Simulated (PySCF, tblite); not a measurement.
Isomers of C6H6NOS (doublet state), one GFN2-xTB conformer each. Single-point energies are computed at B3LYP/pcH-1 (PySCF, gas phase, no added dispersion term), electronic only. GFN2-xTB treats the open shell by occupation alone, and not every SCF solution was tested for stability.

| SMILES | GFN2-xTB relative energy (kJ/mol) |
| --- | --- |
| C[N]c1ccc(C=O)s1 | 0.0 |
| C[N]c1cc(=O)ccs1 | 29.3 |
| [CH2]Nc1cc(=O)ccs1 | 53.1 |

Conformers: `[CH3:1][N:2][c:3]1[cH:4][cH:5][c:6]([CH:7]=[O:8])[s:9]1` (doublet state) with C1–N2–C3–C4 0°, C5–C6–C7–O8 -179°; `[CH3:1][N:2][c:3]1[cH:4][c:5](=[O:6])[cH:7][cH:8][s:9]1` (doublet state) with C1–N2–C3–C4 180°; `[CH2:1][NH:2][c:3]1[cH:4][c:5](=[O:6])[cH:7][cH:8][s:9]1` (doublet state) with H–C1–N2–C3 179° and 0°, C1–N2–C3–C4 -179°.

Q: What does B3LYP/pcH-1 give for the same structures?

A: 
```
            SMILES  B3LYP/pcH-1 E (Eh)  B3LYP/pcH-1 (kJ/mol)  GFN2-xTB (kJ/mol)  point group
  C[N]c1ccc(C=O)s1          -760.38448                   0.0                0.0      near Cs
  C[N]c1cc(=O)ccs1          -760.37235                  31.8               29.3            –
[CH2]Nc1cc(=O)ccs1          -760.36631                  47.7               53.1           Cs
```

Both levels put the same isomer lowest; measured from each level's own lowest isomer, the values differ by up to 5.4 kJ/mol ([CH2]Nc1cc(=O)ccs1: 53.1 against 47.7). As drawn, the highest has an N–H bond, which the lowest lacks. Neighbours under 21 kJ/mol apart (C[N]c1cc(=O)ccs1 and [CH2]Nc1cc(=O)ccs1) can change places with a better method, another conformer or zero-point energy.

Q: What happens when harmonic zero-point energies from GFN2-xTB frequencies are added?

A: 
```json
{"SMILES": "C[N]c1ccc(C=O)s1", "ZPE (kJ/mol)": "272.7", "electronic (kJ/mol)": "0.0", "with ZPE (kJ/mol)": "0.0"}
{"SMILES": "C[N]c1cc(=O)ccs1", "ZPE (kJ/mol)": "271.9", "electronic (kJ/mol)": "31.8", "with ZPE (kJ/mol)": "31.0"}
{"SMILES": "[CH2]Nc1cc(=O)ccs1", "ZPE (kJ/mol)": "273.7", "electronic (kJ/mol)": "47.7", "with ZPE (kJ/mol)": "48.7"}
```

The zero-point energies span 1.8 kJ/mol. The order is unchanged.
